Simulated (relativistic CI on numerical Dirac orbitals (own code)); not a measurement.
Calculated at this level of theory: Dirac-Coulomb-Breit CI, separate exchange-only KLI orbitals for each configuration, model QED (radiative potential, 1s self-energy scaled to tabulated hydrogen-like ionisation energies), unscaled Slater integrals (own radial code, finite nucleus).

The strongest absorption lines from the ground level of an ion, among the configurations computed and to levels below about 946 eV (vacuum wavelength in nm, gf): 1.3241 (0.51), 1.3312 (0.49), 1.3320 (0.76), 1.3413 (0.39), 1.3567 (0.89), 1.6702 (0.39), 1.6762 (0.69), 4.6718 (0.99).

Q: Which ion is it?
A. Cs²⁸⁺
B. Cs²⁶⁺
C. Sb²⁴⁺
D. Cs³⁰⁺

A: A. Cs²⁸⁺ has 27 electrons and the ground level 3s²3p⁶3d⁹ ²D5/2; the strongest line goes to 3s²3p⁵3d¹⁰ ²P°3/2. The pattern of lines fixes the number of electrons, and along that sequence the line energies rise steadily with the charge (about as its square where n changes within one kind of shell, about linearly where n is kept but much faster in heavy ions where fine structure, which grows about as Z⁴, sets the gap, and irregularly where shells cross), which fixes Z. Configurations outside the model, such as inner-shell arrays, can give stronger lines. At this charge energies of transitions that change n are usually good to better than 1 %, and those within a shell (Δn = 0) to a few per cent.

LS names give the leading component of a level, which can be under half, so a name can repeat, a term be missing and a line seem to break the LS rules.
